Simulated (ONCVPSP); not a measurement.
# Before and after: ONCV potential for vanadium

| Property | Result |
| --- | --- |
| Element | vanadium (V) |
| Generator | ONCVPSP 4.0.1 |
| Type | optimised norm-conserving Vanderbilt (ONCV) |
| Functional | LDA (Perdew-Zunger) |
| Relativity | scalar-relativistic |
| Frozen core | [Ar] |
| Valence charge | 5 |
| Reference configuration | 3d4 4s1 |
| Partial waves | 4s: rc 2.90 bohr, ncon 3, nbas 7, qcut 2 1/bohr, 2 projectors, debl 2.4 Ha; p scattering state at 0.33 Ha: rc 2.85 bohr, ncon 4, nbas 8, qcut 3.2 1/bohr, 2 projectors, debl 0.5 Ha; 3d: rc 1.85 bohr, ncon 3, nbas 8, qcut 7 1/bohr, 1 projector |
| Local potential | polynomial inside 1.55 bohr (lpopt 5, dvloc0 2 Ha) |
| Core correction | Teter function fitted to the true core (icmod 2), fcfact 0.25 |

In the p channel the program set the typed energies aside and used 0.050, 0.550 Ha.

Change: s: debl 0.5.

Cutoffs: the cutoffs (Ha) at which the residual kinetic energy of the hardest occupied pseudo-wave falls to 1 and 0.1 mHa per electron; they do not see the model core or the augmentation charge, which bear on the density cutoff. Errors are all-electron minus pseudo energies relative to the spin-unpolarised reference configuration.

Question: What does the change do?

Answer: The potential gets neither clearly harder nor softer (21 Ha and 24 Ha → 21 Ha and 24 Ha); the lowest positive-energy flag moves from s at 59.9 eV to s at 32.3 eV; the errors of the 4 common tests hardly move; neither file shows a bound ghost.

```csv
quantity,base,changed
"cutoff, loose",21 Ha,21 Ha
"cutoff, tight",24 Ha,24 Ha
bound ghosts,none,none
GHOST(+) flags under 300 eV,s at 59.9 eV,s at 32.3 eV
"error for 3d3 4s2, meV [ΔE -0.54 eV]",-14,-12
"error for 3d3 4s1, meV [ΔE 7.40 eV]",-35,-36
"error for 3d3 4s0, meV [ΔE 21.95 eV]",-116,-115
"error for 3d3.5 4s1.5, meV [ΔE -0.51 eV]",-4.4,-4.2
s: phases at 2.94 bohr within 0.05 rad from the reference energy up to (Ha; the scan ends near 5),1.4,1.1
p: phases at 2.89 bohr within 0.05 rad from the reference energy up to (Ha; the scan ends near 5),1.5,1.5
d: phases at 1.88 bohr within 0.05 rad from the reference energy up to (Ha; the scan ends near 5),0.7,0.7
"rms error of d²Exc/dni dnj with the model core, mHa",7.14,7.14
```
